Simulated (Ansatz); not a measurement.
Ge2O4⁺, 6 atoms. Hardware: 4 threads of Arm Neoverse V2 on a shared host.

Correlated methods freeze 22 core orbitals; core or outer-core shells of Ge are correlated, in sets that lack core-valence functions. In CCSD on the charge 1 doublet the largest single amplitude is 0.29, so its Hartree–Fock determinant may place the open shell otherwise than the density functionals do.

(1) How many basis functions does each of these Ansatz runs have, and roughly what does it cost? PBE-D4/def2-SVP, charge 1 doublet, energy with a search over starts; PBE-D4/def2-SVP, charge 1 doublet, energy, from earlier orbitals; PBE-D4/def2-SVP, charge 1 doublet, relaxation, 15 steps; PBE-D4/def2-TZVP, charge 1 doublet, energy and forces, from earlier orbitals; r2SCAN0-D4/def2-TZVP, charge 1 doublet, energy, from earlier orbitals; LC-ωPBE/def2-TZVP, charge 1 doublet, energy, from earlier orbitals; PBE0-D4/def2-TZVP, charge 1 doublet, energy, from earlier orbitals; PBE0-D4/def2-SVP, charge 1 doublet, energy, from earlier orbitals; HF/STO-3G, charge 1 doublet, energy; MP2/def2-TZVP, charge 1 doublet, energy, from earlier orbitals; CCSD(T)/def2-SVP, charge 1 doublet, energy, from earlier orbitals; r2SCAN-D4/def2-TZVP, charge 1 doublet, energy, from earlier orbitals.

Answers

(1) Other jobs shared the machine, so times can vary by a factor of up to 3. A dash marks memory too small to be measured apart from the calling script's.

| run | functions | fitting or Cholesky vectors | wall time | peak host memory (GiB) |
| --- | --- | --- | --- | --- |
| HF/STO-3G, charge 1 doublet, energy | 56 | 665 | 1 s | – |
| PBE-D4/def2-SVP, charge 1 doublet, energy, from earlier orbitals | 120 | 1274 | 2 s | – |
| PBE0-D4/def2-SVP, charge 1 doublet, energy, from earlier orbitals | 120 | 1145 | 3 s | – |
| PBE-D4/def2-TZVP, charge 1 doublet, energy and forces, from earlier orbitals | 220 | 1320 | 4.1 s | – |
| PBE-D4/def2-SVP, charge 1 doublet, energy with a search over starts | 120 | 1274 | 6 s | – |
| PBE0-D4/def2-TZVP, charge 1 doublet, energy, from earlier orbitals | 220 | 1406 | 8.5 s | 0.96 |
| r2SCAN-D4/def2-TZVP, charge 1 doublet, energy, from earlier orbitals | 220 | 1320 | 9.5 s | – |
| MP2/def2-TZVP, charge 1 doublet, energy, from earlier orbitals | 220 | 1478 | 12 s | 0.78 |
| LC-ωPBE/def2-TZVP, charge 1 doublet, energy, from earlier orbitals | 220 | 1320 | 14 s | 0.96 |
| r2SCAN0-D4/def2-TZVP, charge 1 doublet, energy, from earlier orbitals | 220 | 1406 | 14 s | 1 |
| PBE-D4/def2-SVP, charge 1 doublet, relaxation, 15 steps | 120 | 1274 | 18 s | – |
| CCSD(T)/def2-SVP, charge 1 doublet, energy, from earlier orbitals | 120 | 1145 | 80 s | 1.6 |
